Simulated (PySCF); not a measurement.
# Electronic structure of B⁻ (boron, charge -1) at the UHF level

Configuration: [He] 2s2 2p2, high-spin 3P determinant. Calculation: PySCF 2.14, in aug-cc-pVTZ-DK (5s4p3d2f, 46 functions); the spin-free X2C one-electron Hamiltonian (Gaussian nucleus).

* Total energy: -24.527627 hartree
* One-electron energy: -33.6761 hartree
* Hartree (Coulomb) energy: 13.0479 hartree
* Exchange energy: -3.8994 hartree
* ⟨S²⟩: 2.0094
* ⟨L²⟩: 2.027
* Sum of ⟨r⟩: 11.14 bohr
* Sum of ⟨r²⟩: 38.59 bohr²
* Traceless quadrupole moment −½Σ⟨3z² − r²⟩ along its main axis: 5.49 e·bohr²
* Langevin diamagnetic susceptibility: -30.6 ×10⁻⁶ cm³/mol

```tsv
shell	electrons	mean orbital energy (hartree)	rms radius, mean of both spins (bohr)
1s α	1	-7.42938	0.379
1s β	1	-7.41366	0.379
2s α	1	-0.31216	2.37
2s β	1	-0.16759	2.37
2p α	2	-0.02816	3.68
```

Spin-orbit constants ζ (cm⁻¹) from the X2C one-electron operator on these orbitals: bare nucleus, nucleus screened by l(l+1)(2l+1)/3 electrons, and screened by the Breit-Pauli mean field of the electrons.

```csv
shell,bare,screened nucleus,mean field
2p,13.53,8.118,5.602
```

To first order the Landé constant is A = 2.801 cm⁻¹, so the lowest level has J = 0 and lies 0.000695 eV below the centre of the term. This holds in LS coupling only.
